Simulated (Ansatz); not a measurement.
Spectroscopic constants of HfI, multiplicity 4 (an upper state: multiplicity 2 came lower at PBE0/def2-TZVPP). No spin–orbit coupling.

Seven points along R, fitted to fifth degree in 1/R; most abundant isotopes. Runs in def2 and cc sets follow the lowest solution found near the PBE0 minimum.

Codes used: Ansatz (an electronic-structure program). Values without a source in brackets are computed. In def2 rows elements past Kr take small-core potentials, without spin–orbit coupling.

| level | r_e (Å) | ω_e (cm⁻¹) | B_e (cm⁻¹) | ω_e x_e (cm⁻¹) | dipole (D) |
|---|---|---|---|---|---|
| PBE/def2-TZVPP | 2.726 | 176 | 0.0305 | 0.32 | 3.09 |
| PBE0/def2-TZVPP | 2.729 | 178 | 0.0304 | 0.31 | 3.49 |
| wB97X-V/def2-TZVPP | 2.746 | 177 | 0.0300 | 0.30 | 3.49 |
